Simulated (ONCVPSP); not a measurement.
Building the ONCV potential for samarium (PBEsol, scalar-relativistic).

Input for ONCVPSP 4.0.1:

```
# ATOM AND REFERENCE CONFIGURATION
# atsym  z   nc   nv     iexc    psfile
  Sm 62.00   10    3  -116133      upf
#
#   n    l    f
    1    0    2.00
    2    0    2.00
    2    1    6.00
    3    0    2.00
    3    1    6.00
    3    2   10.00
    4    0    2.00
    4    1    6.00
    4    2   10.00
    4    3    6.00
    5    0    2.00
    5    1    6.00
    6    0    2.00
#
# PSEUDOPOTENTIAL AND OPTIMIZATION
# lmax
    2
#
#   l,   rc,      ep,       ncon, nbas, qcut
    0    2.25    0.00    3    6    6.90
    1    1.95    0.00    4    7    8.50
    2    2.25    0.46    4    7    4.50
#
# LOCAL POTENTIAL
# lloc, lpopt,  rc(5),   dvloc0
    4    3    1.30    0.00
#
# VANDERBILT-KLEINMAN-BYLANDER PROJECTORs
# l, nproj, debl
    0    3    3.40
    1    2    1.70
    2    3    0.50
#
# MODEL CORE CHARGE
# icmod, fcfact, rcfact
    2    0.30    0.90
#
# LOG DERIVATIVE ANALYSIS
# epsh1, epsh2, depsh
   -3.00    5.00    0.02
#
# OUTPUT GRID
# rlmax, drl
    6.00    0.01
#
# TEST CONFIGURATIONS
# ncnf
    4
# nvcnf
#   n    l    f
    3
    5    0    2.00
    5    1    6.00
    6    0    1.00
#
    3
    5    0    2.00
    5    1    6.00
    6    0    0.00
#
    3
    5    0    2.00
    5    1    6.00
    6    0    1.50
#
    3
    5    0    2.00
    5    1    5.00
    6    0    2.00
#
```

Command:

```bash
oncvpsp.x < Sm.dat > Sm.out
```

The program printed (shortened: citation, most of the input echo, consistency checks and plot data are left out):

```
ONCVPSP  (Optimized Norm-Conservinng Vanderbilt PSeudopotential)
scalar-relativistic version 4.0.1

#   n    l    f        energy (Ha)
    1    0    2.00    -1.7147307E+03
    2    0    2.00    -2.8021451E+02
    2    1    6.00    -2.4998551E+02
    3    0    2.00    -6.1385540E+01
    3    1    6.00    -5.1937356E+01
    3    2   10.00    -3.9142458E+01
    4    0    2.00    -1.2188828E+01
    4    1    6.00    -9.0837685E+00
    4    2   10.00    -4.7292359E+00
    4    3    6.00    -9.2204793E-02
    5    0    2.00    -1.5912453E+00
    5    1    6.00    -8.5427839E-01
    6    0    2.00    -1.3233109E-01

Reference configufation results
  iterations    33
  all-electron total energy (Ha)   -1.04235353D+04

Begin loop to  construct optimized pseudo wave functions
and semi-local pseudopoentials for all angular momenta

   Wellstate for l =  0  n =  8
     eigenvalue =   3.2677
     asymptotic potential =   3.7677
     half-point radius =  3.8337

Calculating optimized projector #   1

 for l=   0

    Fraction of norm inside rc  0.948338
    Optimizing pswf for qcut=   6.91 a_B^-1,  ecut=  23.85 Ha
    Residual kinetic energy error=  9.12D-08 Ha

    Energy error per electron        Cutoff
         Ha          eV             Ha
         0.01000     0.27211        9.09
         0.00100     0.02721       12.30
         0.00010     0.00272       14.73
         0.00001     0.00027       16.54

Calculating optimized projector #   2

 for l=   0

    Fraction of norm inside rc  0.054961
    Optimizing pswf for qcut=   6.91 a_B^-1,  ecut=  23.85 Ha
    Residual kinetic energy error=  3.10D-09 Ha

    Energy error per electron        Cutoff
         Ha          eV             Ha
         0.01000     0.27211        6.54
         0.00100     0.02721       11.00
         0.00010     0.00272       14.38
         0.00001     0.00027       17.14

Calculating optimized projector #   3

 for l=   0

    Fraction of norm inside rc  0.143602
    Optimizing pswf for qcut=   6.91 a_B^-1,  ecut=  23.85 Ha
    Residual kinetic energy error=  3.00D-07 Ha

    Energy error per electron        Cutoff
         Ha          eV             Ha
         0.01000     0.27211       12.92
         0.00100     0.02721       16.91
         0.00010     0.00272       19.53
         0.00001     0.00027       21.62

   Wellstate for l =  1  n =  7
     eigenvalue =   0.8457
     asymptotic potential =   1.3457
     half-point radius =  5.4755

Calculating optimized projector #   1

 for l=   1

    Fraction of norm inside rc  0.732917
    Optimizing pswf for qcut=   8.51 a_B^-1,  ecut=  36.19 Ha
    Residual kinetic energy error=  4.37D-08 Ha

    Energy error per electron        Cutoff
         Ha          eV             Ha
         0.01000     0.27211       13.82
         0.00100     0.02721       19.44
         0.00010     0.00272       24.05
         0.00001     0.00027       27.91

Calculating optimized projector #   2

 for l=   1

    Fraction of norm inside rc  0.070454
    Optimizing pswf for qcut=   8.51 a_B^-1,  ecut=  36.19 Ha
    Residual kinetic energy error=  1.37D-08 Ha

    Energy error per electron        Cutoff
         Ha          eV             Ha
         0.01000     0.27211       11.30
         0.00100     0.02721       18.13
         0.00010     0.00272       23.12
         0.00001     0.00027       27.27

WARNING wellstate: moderately localized bound state found for n= 5 l=  2
WARNING scattering state with energy  0.05000000
WARNING will be used for the first projector

   Wellstate for l =  2  n =  6
     eigenvalue =   0.0500
     asymptotic potential =   0.5500
     half-point radius = 26.2047

   Wellstate for l =  2  n =  6
     eigenvalue =   0.5500
     asymptotic potential =   1.0500
     half-point radius =  5.1657

   Wellstate for l =  2  n =  7
     eigenvalue =   1.0500
     asymptotic potential =   1.5500
     half-point radius =  6.0573

Calculating optimized projector #   1

 for l=   2

    Fraction of norm inside rc  0.052740
    Optimizing pswf for qcut=   4.50 a_B^-1,  ecut=  10.12 Ha
    Residual kinetic energy error=  3.14D-06 Ha

    Energy error per electron        Cutoff
         Ha          eV             Ha
         0.01000     0.27211        3.31
         0.00100     0.02721        5.64
         0.00010     0.00272        7.66
         0.00001     0.00027        9.29

Calculating optimized projector #   2

 for l=   2

    Fraction of norm inside rc  0.218008
    Optimizing pswf for qcut=   4.50 a_B^-1,  ecut=  10.12 Ha
    Residual kinetic energy error=  2.99D-05 Ha

    Energy error per electron        Cutoff
         Ha          eV             Ha
         0.01000     0.27211        5.63
         0.00100     0.02721        7.69
         0.00010     0.00272        9.28
         0.00001     0.00027       11.69

Calculating optimized projector #   3

 for l=   2

    Fraction of norm inside rc  0.121460
    Optimizing pswf for qcut=   4.50 a_B^-1,  ecut=  10.12 Ha
    Residual kinetic energy error=  4.54D-05 Ha

    Energy error per electron        Cutoff
         Ha          eV             Ha
         0.01000     0.27211        5.84
         0.00100     0.02721        7.94
         0.00010     0.00272        9.55
         0.00001     0.00027       11.72

Construct Vanderbilt / Kleinmman-Bylander projectors

B matrix Hermiticity error, ll=   0
   1   2    1.0460E-04
   1   3    5.0015E-04
   2   3   -1.3267E-04

  Orthonormal projector coefficients  1.1436E+01  2.4272E+00  2.0370E-01

B matrix Hermiticity error, ll=   1
   1   2   -1.4585E-04

  Orthonormal projector coefficients  7.7797E+00  9.1878E-01

B matrix Hermiticity error, ll=   2
   1   2   -1.1654E-05
   1   3    2.0179E-05
   2   3    2.4990E-05

  Orthonormal projector coefficients  5.4256E+00  2.8563E+00  3.1736E-01

Model core correction analysis
  based on d2Exc/dn_idn_j

d2excae - all-electron derivatives

   -2.489233D-02   -2.175908D-02   -1.465027D-03
   -2.175907D-02   -2.211903D-02   -2.781633D-03
   -1.464818D-03   -2.781091D-03   -2.665865D-02

d2excps - pseudofunction derivatives with no core correction

   -3.997135D-02   -2.964494D-02   -2.621044D-03
   -2.964594D-02   -2.865697D-02   -3.468906D-03
   -2.621279D-03   -3.468281D-03   -2.786759D-02

rms 2nd derivative error    6.663258E-03

amplitude prefactor, scale prefactor
    2.6477    1.4952

d2excps - pseudofunction derivatives with core correction

   -2.640515D-02   -2.268025D-02   -1.746269D-03
   -2.268013D-02   -2.351299D-02   -3.110255D-03
   -1.745983D-03   -3.109611D-03   -2.777257D-02

rms 2nd derivative error    9.155190E-04

Pseudoatom total energy  -30.412864

Diagnostic tests using Vanderbilt-Kleinman-Bylander pseudopotentials
  1 or more projectors used as specified by nproj input data

   l    rcore       rmatch      e in        delta e   norm test  slope test

   0   2.2622671   2.3309545  -1.5912453   0.0000001   1.0001276   1.0001218
   0   2.2622671   2.3309545  -0.1323311   0.0000013   1.0000246   1.0000183
   0   2.2622671   2.3309545   3.2676689   0.0000085   1.0003394   1.0003394

   1   1.9597124   2.0192135  -0.8542784  -0.0000036   1.0000860   1.0000978
   1   1.9597124   2.0192135   0.8457216   0.0000092   1.0002783   1.0002783

   2   2.2622671   2.3309545   0.0500000   0.0000019   1.0000865   1.0000865
   2   2.2622671   2.3309545   0.5500000   0.0000016   1.0001296   1.0001296
   2   2.2622671   2.3309545   1.0500000   0.0000011   1.0001790   1.0001790

 Testing for bound ghosts
   n   l    E NL Schr. Eq   E Basis Diag.   E Cutoff

   1   0       -1.591245       -1.591242     37.21
   2   0       -0.132330       -0.101421     37.21

   2   1       -0.854282       -0.854192     57.97

   3   2       -0.062460       -0.049605     67.21

 Testing for highly-localized positive-energy ghosts
       l    <radius>/rc     E Basis Diag.   E Cutoff

       0        0.168190        6.120759     37.21  WARNING - GHOST(+)

Test configuration 0

   n   l     f        eae           eps        diff
   1   0  2.0000-1714.73071698
   2   0  2.0000 -280.21450617
   2   1  6.0000 -249.98550770
   3   0  2.0000  -61.38553954
   3   1  6.0000  -51.93735562
   3   2 10.0000  -39.14245776
   4   0  2.0000  -12.18882821
   4   1  6.0000   -9.08376851
   4   2 10.0000   -4.72923595
   4   3  6.0000   -0.09220479
   5   0  2.0000   -1.59124531   -1.59124524    6.54D-08
   5   1  6.0000   -0.85427839   -0.85428195   -3.56D-06
   6   0  2.0000   -0.13233109   -0.13232977    1.31D-06

    Total energies and differences
      AE_ref= -1.04235353D+04  AE_tst= -1.04235353D+04  dif=  0.00D+00
      PS_ref= -3.04128639D+01  PS_tst= -3.04128639D+01  dif= -1.07D-14
      PSP excitation error=  1.07D-14

Test configuration 1

   n   l     f        eae           eps        diff
   1   0  2.0000-1714.95616508
   2   0  2.0000 -280.43888387
   2   1  6.0000 -250.21002372
   3   0  2.0000  -61.60855390
   3   1  6.0000  -52.16039869
   3   2 10.0000  -39.36562733
   4   0  2.0000  -12.41236731
   4   1  6.0000   -9.30750280
   4   2 10.0000   -4.95328144
   4   3  6.0000   -0.31664111
   5   0  2.0000   -1.81823721   -1.82569715   -7.46D-03
   5   1  6.0000   -1.08067787   -1.08663468   -5.96D-03
   6   0  1.0000   -0.30927847   -0.30994956   -6.71D-04

    Total energies and differences
      AE_ref= -1.04235353D+04  AE_tst= -1.04233158D+04  dif=  2.20D-01
      PS_ref= -3.04128639D+01  PS_tst= -3.01932468D+01  dif=  2.20D-01
      PSP excitation error= -6.61D-05

Test configuration 2

   n   l     f        eae           eps        diff
   1   0  2.0000-1715.22033636
   2   0  2.0000 -280.70129655
   2   1  6.0000 -250.47262991
   3   0  2.0000  -61.86891563
   3   1  6.0000  -52.42080051
   3   2 10.0000  -39.62621867
   4   0  2.0000  -12.67341177
   4   1  6.0000   -9.56881002
   4   2 10.0000   -5.21499389
   4   3  6.0000   -0.57832354
   5   0  2.0000   -2.08300635   -2.10031982   -1.73D-02
   5   1  6.0000   -1.34324387   -1.35679889   -1.36D-02

    Total energies and differences
      AE_ref= -1.04235353D+04  AE_tst= -1.04229120D+04  dif=  6.23D-01
      PS_ref= -3.04128639D+01  PS_tst= -2.97886442D+01  dif=  6.24D-01
      PSP excitation error= -8.57D-04

Test configuration 3

   n   l     f        eae           eps        diff
   1   0  2.0000-1714.83802987
   2   0  2.0000 -280.32138405
   2   1  6.0000 -250.09244764
   3   0  2.0000  -61.49182522
   3   1  6.0000  -52.04365428
   3   2 10.0000  -39.24881193
   4   0  2.0000  -12.29535909
   4   1  6.0000   -9.19038854
   4   2 10.0000   -4.83599986
   4   3  6.0000   -0.19920198
   5   0  2.0000   -1.69943449   -1.70282128   -3.39D-03
   5   1  6.0000   -0.96230640   -0.96503136   -2.72D-03
   6   0  1.5000   -0.21849807   -0.21885821   -3.60D-04

    Total energies and differences
      AE_ref= -1.04235353D+04  AE_tst= -1.04234476D+04  dif=  8.77D-02
      PS_ref= -3.04128639D+01  PS_tst= -3.03253121D+01  dif=  8.76D-02
      PSP excitation error=  1.59D-04

Test configuration 4

   n   l     f        eae           eps        diff
   1   0  2.0000-1715.15135787
   2   0  2.0000 -280.62392161
   2   1  6.0000 -250.39651980
   3   0  2.0000  -61.78275773
   3   1  6.0000  -52.33486426
   3   2 10.0000  -39.54090178
   4   0  2.0000  -12.58884957
   4   1  6.0000   -9.48512146
   4   2 10.0000   -5.13230473
   4   3  6.0000   -0.48875348
   5   0  2.0000   -1.98374924   -2.01739827   -3.36D-02
   5   1  5.0000   -1.22983064   -1.25543190   -2.56D-02
   6   0  2.0000   -0.36524674   -0.37068279   -5.44D-03

    Total energies and differences
      AE_ref= -1.04235353D+04  AE_tst= -1.04224989D+04  dif=  1.04D+00
      PS_ref= -3.04128639D+01  PS_tst= -2.93625959D+01  dif=  1.05D+00
      PSP excitation error= -1.38D-02
```

The run took about 7.5 s on one core of a shared server CPU.
